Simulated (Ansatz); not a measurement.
Gas-phase electronic energies from Ansatz, PBE0-D4/def2-TZVP geometries. CCSD(T)/CBS adds triple-zeta CCSD(T) − MP2 to the extrapolated MP2 energy (def2 sets, frozen cores). Functionals use def2-TZVPP. B3LYP here is the variant with VWN-RPA as its local correlation; programs differ in this. One conformer a species, not always the lowest.

Consider the formal exchange of groups at the Si–O bond: `CBO[SiH2]F` + `C#COCC` → `C#CO[SiH2]F` + `CBOCC`.

`CBO[SiH2]F`:

Z-matrix (Å, degrees):
```
C
B 1 1.556
H 1 1.096 2 110.0
H 1 1.096 2 109.7 3 -115.1
H 1 1.091 2 113.8 3 122.6
O 2 1.363 1 120.6 3 -123.2
H 2 1.207 1 121.5 3 56.6
Si 6 1.637 2 131.8 1 -177.5
F 8 1.591 6 108.3 2 101.6
H 8 1.479 6 110.8 2 -16.6
H 8 1.475 6 108.1 2 -141.8
```

`C#COCC`:

```xyz
11

C    -2.154    1.087   -0.776
C    -1.494    0.559    0.076
O    -0.807    0.000    1.015
C     0.287   -0.831    0.563
C     1.392   -0.015   -0.053
H    -2.749    1.560   -1.518
H     0.615   -1.346    1.465
H    -0.115   -1.567   -0.140
H     1.031    0.526   -0.930
H     1.791    0.704    0.665
H     2.203   -0.676   -0.369
```

`C#CO[SiH2]F`:

```xyz
8

C     1.436    0.364   -1.748
C     0.450    0.453   -1.073
O    -0.620    0.560   -0.353
Si   -0.795   -0.274    1.080
F    -2.226    0.154    1.600
H     2.304    0.294   -2.356
H     0.233    0.173    2.038
H    -0.780   -1.723    0.811
```

`CBOCC`:

Z-matrix (Å, degrees):
```
C
B 1 1.561
H 1 1.091 2 113.4
H 1 1.096 2 110.2 3 -122.1
H 1 1.096 2 110.2 3 122.1
O 2 1.347 1 119.7 3 -0.2
H 2 1.208 1 121.9 3 179.8
C 6 1.418 2 122.3 1 179.2
C 8 1.509 6 110.3 2 -113.6
H 8 1.096 6 109.7 2 8.9
H 8 1.094 6 107.2 2 126.1
H 9 1.092 8 110.6 6 -56.8
H 9 1.092 8 110.8 6 63.4
H 9 1.093 8 110.2 6 -176.7
```

```csv
level,ΔE (kcal/mol)
B3LYP-D4,2.5
ωB97X-V,2.7
```

Task: What does CCSD(T)/CBS give? (Estimate.)

Result: The calculation gave: +2.5 kcal/mol. The listed levels differ from it by 0.0, 0.2 kcal/mol.

Largest T1 diagnostic among the species: 0.013.

In def2-TZVPP, CCSD(T) changes the Hartree–Fock value by −1.1 kcal/mol (the triples alone add −0.0 kcal/mol) and MP2 by −0.8 kcal/mol.
